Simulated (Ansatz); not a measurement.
Calculated with Ansatz (gas phase, PBE0-D4/def2-TZVP geometries, no zero-point term in ΔE). CCSD(T)/CBS is the MP2 limit (def2-TZVPP, def2-QZVPP) plus CCSD(T) − MP2 in def2-TZVPP, frozen cores. DFT in def2-TZVPP. B3LYP here is the variant with VWN-RPA as its local correlation; programs differ in this. Each species was taken in one conformer, which may not be the lowest.

Consider the ligand exchange at the Si–O bond: `O[SiH2]O[SiH](O)O` + `C[SiH](F)S` → `C[SiH](F)S[SiH](O)O` + `O[SiH2]O`.

Task: Is it downhill or uphill in electronic energy at CCSD(T)/CBS, and by how much? (Estimate.)

Result: Computed: Uphill: ΔE = +0.61 eV.

Task: What do these levels give: r2SCAN-D4, B3LYP-D4, r2SCAN, PBE0, B3LYP, HF/def2-TZVPP, CCSD/def2-TZVPP, CCSD(T)/def2-TZVPP, HF/def2-QZVPP, SCS-MP2/def2-QZVPP, MP2/CBS(def2), CCSD/CBS(def2)? (Estimate.)

Result: Computed: r2SCAN-D4 0.55, B3LYP-D4 0.61, r2SCAN 0.56, PBE0 0.52, B3LYP 0.66, HF/def2-TZVPP 0.86, CCSD/def2-TZVPP 0.69, CCSD(T)/def2-TZVPP 0.64, HF/def2-QZVPP 0.88, SCS-MP2/def2-QZVPP 0.64, MP2/CBS(def2) 0.55, CCSD/CBS(def2) 0.66 eV.

Largest T1 diagnostic among the species: 0.012.

The D4 term adds −0.05 eV with B3LYP and −0.03 eV with PBE0; it sums over pairs of atoms, weighted by their polarisabilities, and B3LYP, whose exchange is more repulsive, gets the larger term. In def2-TZVPP, CCSD(T) changes the Hartree–Fock value by −0.22 eV (the triples alone add −0.05 eV) and MP2 by −0.28 eV.
